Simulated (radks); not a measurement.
Spherical quantum dot in the effective-mass picture: electrons in a hard-walled sphere of radius 3.28, all in effective atomic units (hartree* = m*/eps^2 hartree, bohr* = eps/m* bohr), one dielectric constant everywhere. Calculated with a radial shooting solver with Libxc functionals: non-relativistic Kohn-Sham, LDA (Slater exchange, Perdew-Wang correlation), spin-polarised, spherical densities. Levels are named by radial order and angular momentum (1s, 1p, 1d, 2s, ...), and open shells are averaged over m. Results are scaled to m* = 0.083 and eps = 9.9, for which hartree* = 23.04 meV and bohr* = 6.312 nm.

N = 29, configuration 1s2 1p6 1d10 1f(up 7, down 4). This is the lowest configuration that the search found. Occupied and some empty levels:

level    occupation  eigenvalue (meV)  <r> (nm)
1s up             1            268.72     14.08
1s down           1            269.48     14.05
1p up             3            274.19     14.61
1p down           3            275.00     14.59
1d up             5            283.69     15.06
1d down           5            284.52     15.05
1f up             7            296.71     15.43
1f down           4            297.56     15.43
2s up             0            306.77     9.214
2s down           0            307.06     9.213
1g up             0            312.98     15.75
1g down           0            313.85     15.75
2p up             0            325.33     10.80
2p down           0            325.73     10.79
2d up             0            347.32     11.80
2d down           0            347.80     11.79

Energy (meV): total 4643.15, kinetic 1241.1, external 0, Hartree 3762.8, exchange-correlation -360.69.
